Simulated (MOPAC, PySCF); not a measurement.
AlBr₃, SMILES `[Al]([Br])([Br])[Br]`, neutral singlet in the gas phase. 

Z-matrix (Å, degrees):
```
Al
Br 1 2.2345
Br 1 2.2346 2 120.00
Br 1 2.2346 2 119.98 3 -179.96
```
Charge 0, multiplicity 1.

All levels are single points at this geometry (TPSSh-D3(BJ)/def2-TZVP); Pople sets use spherical d functions. Orbital energies aren't observables, and empty levels follow the basis.

```
level                            HOMO (eV)  LUMO (eV)  gap (eV)  dipole (D)  vertical IE, Delta-SCF (eV)
-------------------------------  ---------  ---------  --------  ----------  ---------------------------
TPSSh-D3(BJ)/def2-TZVP in PySCF      -7.98      -1.90      6.08        0.00                            –
B3LYP/3-21G in PySCF                 -8.15      -1.81      6.34        0.00                            –
PBE/6-31G* in PySCF                  -7.34      -2.49      4.85        0.00                        10.01
SVWN5/6-31G* in PySCF                -7.48      -2.75      4.73        0.00                        10.20
HF/3-21G in PySCF                   -11.49       1.03     12.52        0.00                            –
PM3 in MOPAC                        -12.99      -4.45      8.54        0.00                            –
```
